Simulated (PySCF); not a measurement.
# Ru²⁺: excitation energy

Ru²⁺ [Kr] 4d6 (5D) → Ru²⁺ [Kr] 4d5 5s1 (7S), as a difference of total energies. Calculation: PySCF 2.14, in def2-TZVPPD with the def2 core potential (28 electrons) (6s4p3d2f1g, 56 functions); scalar relativity through the core potential. Correlated levels: valence: 4s2 4p6 frozen. The calculations carry no spin-orbit coupling.

```csv
method,excitation energy (cm⁻¹)
UHF,20432
MP2 (valence),25567
SCS-MP2 (valence),30528
CCSD (valence),25464
CCSD(T) (valence),25652
```
